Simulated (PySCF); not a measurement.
C2F6, charge +1, quartet, at the geometry of the source list (a state made from the parent by changing its charge; the spin is typed, not shown lowest); B3LYP/3-21G run with PySCF.

Here is a job for PySCF.
```python
from pyscf import gto, scf, dft

mol = gto.M(
    atom='''
F     1.396600   -0.293400   -1.026600
C     0.764800   -0.070200    0.119500
F     1.255500    1.039000    0.659300
F     1.016600   -1.082600    0.940700
C    -0.764800    0.070200   -0.119500
F    -1.016700    1.082700   -0.940600
F    -1.255500   -1.039000   -0.659400
F    -1.396600    0.293300    1.026600
''',
    basis='3-21g',
    charge=1,
    spin=3,
    verbose=3,
)

mf = dft.ROKS(mol)
mf.xc = 'b3lyp'
mf.kernel()
mf.analyze()
```

What the program printed (banner, timings and long lists left out):

```
converged SCF energy = -670.669936122769
**** MO energy ****
                Roothaan           | alpha              | beta
MO #1   energy= -24.9338928480421  | -24.9384520162733  | -24.9293336798097  occ= 2
MO #2   energy= -24.9336353421229  | -24.9381705308817  | -24.9291001533631  occ= 2
MO #3   energy= -24.9330612635691  | -24.937583516709   | -24.9285390104297  occ= 2
MO #4   energy= -24.9327087737852  | -24.9372303137355  | -24.928187233835   occ= 2
MO #5   energy= -24.9276440689259  | -24.9347113528332  | -24.9205767850206  occ= 2
MO #6   energy= -24.9274516705794  | -24.934493638074   | -24.9204097030899  occ= 2
MO #7   energy= -10.6649618936008  | -10.6695306068662  | -10.6603931803342  occ= 2
MO #8   energy= -10.663643120933   | -10.6682520717596  | -10.659034170109   occ= 2
MO #9   energy= -1.6479776671804   | -1.66154435891507  | -1.63441097542668  occ= 2
MO #10  energy= -1.62557125813011  | -1.638800600451    | -1.61234191499688  occ= 2
MO #11  energy= -1.54590184932756  | -1.55824457618855  | -1.53355912247027  occ= 2
MO #12  energy= -1.54295762301858  | -1.56084108671735  | -1.52507415854847  occ= 2
MO #13  energy= -1.53602262820289  | -1.54854960527025  | -1.52349565093485  occ= 2
MO #14  energy= -1.53337881710971  | -1.55123039409467  | -1.51552723967362  occ= 2
MO #15  energy= -1.0650853960937   | -1.09011509077543  | -1.04005569591213  occ= 2
MO #16  energy= -0.954578836542183 | -0.964269789659498 | -0.944887882429236 occ= 2
MO #17  energy= -0.91789495285101  | -0.927210811923249 | -0.908579090951772 occ= 2
MO #18  energy= -0.897152818584337 | -0.916850203837005 | -0.877455434438934 occ= 2
MO #19  energy= -0.896384518558074 | -0.908173183577489 | -0.884595853617211 occ= 2
MO #20  energy= -0.864732979840911 | -0.875855959199452 | -0.853609991767358 occ= 2
MO #21  energy= -0.864433441988819 | -0.88100315194624  | -0.847863727144263 occ= 2
MO #22  energy= -0.77609003641306  | -0.795237870193349 | -0.756942200137277 occ= 2
MO #23  energy= -0.75468343417618  | -0.774433518967591 | -0.734933291974508 occ= 2
MO #24  energy= -0.754646112223763 | -0.778437394494332 | -0.730854830063407 occ= 2
MO #25  energy= -0.743133897712308 | -0.764108656897387 | -0.722159136626652 occ= 2
MO #26  energy= -0.742567111485617 | -0.767847339885006 | -0.717286883174344 occ= 2
MO #27  energy= -0.728362417848636 | -0.740317945029079 | -0.716406890285264 occ= 2
MO #28  energy= -0.726888589457891 | -0.741953118801801 | -0.711824062810853 occ= 2
MO #29  energy= -0.709216289399602 | -0.721122644530421 | -0.697309959569978 occ= 2
MO #30  energy= -0.708102403086668 | -0.725211433546748 | -0.690993371844892 occ= 2
MO #31  energy= -0.69519664445784  | -0.724021447919976 | -0.666371823169798 occ= 2
MO #32  energy= -0.673584518229939 | -0.721044772212637 | -0.626124275760526 occ= 1
MO #33  energy= -0.627359782326089 | -0.68045375281854  | -0.574265883702493 occ= 1
MO #34  energy= -0.209758387610506 | -0.270543326360527 | -0.148973471326867 occ= 1
MO #35  energy= -0.181107448779299 | -0.194527410228974 | -0.167687488088378 occ= 0
MO #36  energy= -0.0734964283771582 | -0.0954299963394582 | -0.0515628520708916 occ= 0
MO #37  energy= -0.0683173954916434 | -0.0788327524484983 | -0.0578020390166128 occ= 0
MO #38  energy= -0.0551257437157817 | -0.0673571215177477 | -0.0428943641124129 occ= 0
MO #39  energy= -0.0135391745417487 | -0.0442396087124967 | 0.017161261684589  occ= 0
MO #40  energy= -0.0105682877804387 | -0.0204736005371216 | -0.000662969860221619 occ= 0
MO #41  energy= 0.36346097050026   | 0.359313145647136  | 0.367608795484894  occ= 0
MO #42  energy= 0.364213308784448  | 0.35670576275974   | 0.371720855969018  occ= 0
 ** Mulliken atomic charges  **
charge of    0F =     -0.00296
charge of    1C =      0.50378
charge of    2F =     -0.00303
charge of    3F =      0.00192
charge of    4C =      0.50356
charge of    5F =      0.00222
charge of    6F =     -0.00278
charge of    7F =     -0.00271

WARN: System has nonzero charge 1; the dipole moment is origin-dependent.
Location of origin: [0. 0. 0.]

Dipole moment(X, Y, Z, Debye): -0.00389,  0.00079, -0.00083
```
